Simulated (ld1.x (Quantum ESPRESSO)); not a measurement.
**Ni: TM pseudisation with PBE, scalar-relativistic reference atom.**

- Element: Ni (Z = 28)
- Generator: ld1.x (Quantum ESPRESSO) 7.5
- Type: norm-conserving Troullier–Martins (Kleinman–Bylander form)
- Functional: PBE
- Relativity: scalar-relativistic
- Frozen core: [Ar]
- Valence charge: 10
- Reference configuration: 3d8 4s1 4p0 (charge +1)
- Partial waves: 4p (bound, empty): rc 2.35 bohr; 3d (bound): rc 0.95 bohr; 4f channel at 0.4 Ry: rc 2.10 bohr; 4s (bound): rc 2.05 bohr
- Local potential: the s channel
- Core correction: Bessel-smoothed model core, default radius (core density twice the valence density)

Does the generator finish with these settings?

No. ld1.x (Quantum ESPRESSO) 7.5 stopped with "run_pseudo: Errors in PS-KS equation": the pseudo-atom solver did not find the valence states with the expected number of nodes, which is the usual sign of a ghost state.
